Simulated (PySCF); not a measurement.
Sn(H)2(Me)(OH) (CH6OSn), SMILES [CH3][SnH2][OH]. Atoms are numbered in the order given.

```xyz
9

Sn    -0.0790     0.2765     0.0788
C      1.8535    -0.6736     0.1227
O     -1.4224    -0.9849    -0.7011
H     -0.1420     1.5871    -1.0191
H     -0.5950     0.7272     1.6608
H      1.8410    -1.5380     0.8023
H      2.6141     0.0412     0.4711
H      2.1181    -1.0144    -0.8886
H     -1.6262    -1.7086    -0.0936
```

Geometry optimised at r2SCAN-D4/def2-SVP. The def2 effective core potentials stand for the cores of Sn; spin–orbit coupling is left out. The values are those of a single conformer.

All values below come from PySCF with M06-2X/def2-TZVPD.

Mulliken values depend strongly on the basis, most of all with diffuse functions as here. ESP charges are fitted to the potential on shells at 1.4 to 2.0 van der Waals radii. Atomic charges (e):

```tsv
atom	ESP fit	Mulliken
Sn1	?	0.70
C2	-0.75	-1.12
O3	?	-0.85
H4	-0.13	0.02
H5	-0.18	0.01
H6	?	0.29
H7	?	0.31
H8	?	0.29
H9	0.37	0.34
```

**Question.** Complete the blanks. (An estimate is asked for; the answer gives what the named calculation found.)

**Answer.** 
- Sn1, ESP fit: 0.85
- O3, ESP fit: -0.74
- H6, ESP fit: 0.19
- H7, ESP fit: 0.18
- H8, ESP fit: 0.21
